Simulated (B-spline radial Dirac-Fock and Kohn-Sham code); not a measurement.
In the model described below, an L1 (2s) vacancy in the Pd⁷⁺ ion, 1s2 2s2 2p6 3s2 3p6 3d10 4s2 4p6 4d3, lives for 0.27 fs, which corresponds to a natural width of 2.40 eV. Out of 1000 such holes, about 30 decay by emitting a photon, 479 by a Coster-Kronig transition that moves the hole within the L shell, and the rest by ordinary Auger emission. The strongest X-ray line is Lβ3 (L1-M3) at 3079.3 eV, with 51 % of the radiative rate. The strongest electron group is L1-L3N1 near 189 eV, with 10 % of the non-radiative rate. The Coster-Kronig yields by final subshell (the deeper hole where both stay in the shell) are L2 0.192, L3 0.288. Independent-particle models tend to overestimate Coster-Kronig rates.

These are calculated numbers from an atomic code on a B-spline grid; the model is independent-particle rates on relativistic LDA orbitals of the hole state (multipoles up to L = 3, Coulomb Auger matrix elements, transition energies from Dirac-Fock).
